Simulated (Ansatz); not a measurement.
Stretching the As1–H2 bond in AsH (multiplicity 3 held). Energies count from the point at 1.536 Å.


```tsv
level	energy at R = 6.142 Å (eV)	minus FCI/cc-pVDZ	cost
RO-HF/cc-pVDZ	7.501	4.929	-
U-HF/cc-pVDZ	1.854	-0.719	-
RO-MP2/cc-pVDZ	2.773	0.200	-
U-MP2/cc-pVDZ	2.381	-0.192	-
RO-SCS-MP2/cc-pVDZ	1.837	-0.736	-
U-SCS-MP2/cc-pVDZ	2.478	-0.095	-
U-CCSD/cc-pVDZ	2.531	-0.042	-
U-CCSD(T)/cc-pVDZ	2.556	-0.017	×1
CASSCF(6,5)/cc-pVDZ	2.285	-0.288	-
SC-NEVPT2 on CASSCF(6,5)/cc-pVDZ	2.463	-0.110	-
FIC-NEVPT4(SD) on CASSCF(6,5)/cc-pVDZ	2.531	-0.042	-
FIC-MRCISD on CASSCF(6,5)/cc-pVDZ	2.537	-0.036	-
FIC-MRCISD+Q on CASSCF(6,5)/cc-pVDZ	2.548	-0.025	-
FCI/cc-pVDZ	2.573	0.000	×2
```

 Full CI is exact for the correlated electrons in its own basis alone.

The rows run from 1.837 (RO-SCS-MP2/cc-pVDZ) to 7.501 eV (RO-HF/cc-pVDZ). In cc-pVDZ the value moves U-HF 1.854, U-MP2 2.381, U-CCSD 2.531, U-CCSD(T) 2.556, a shift of 0.703 from U-HF to U-CCSD(T).

R- and RO- levels are restricted; in cc, def2 and unpolarised 6-31G sets they are followed outwards from rest. Unrestricted levels (U-) break spin symmetry where that is lower. Active spaces are followed from rest. Full CI gives the lowest state of the spin. Levels need not reach the same state.

Cores are frozen in the correlated methods. Filled d and f shells under p-block atoms count as core.

Doubts at one or more of the structures used: a restricted determinant that unrestricted orbitals would lower (RO-HF/cc-pVDZ, RO-MP2/cc-pVDZ, RO-SCS-MP2/cc-pVDZ); a spin-contaminated determinant (U-HF/cc-pVDZ, U-MP2/cc-pVDZ, U-SCS-MP2/cc-pVDZ, U-CCSD/cc-pVDZ, U-CCSD(T)/cc-pVDZ).

The values were computed with Ansatz (Gaussian basis) for Hartree–Fock, density functionals and correlated methods. 

Costs are rough ratios of core time to U-CCSD(T)/cc-pVDZ (about 3 s over the structures, on one shared machine); a dash marks a level with no comparable run of its own.

Ansatz is a program for electronic structure.
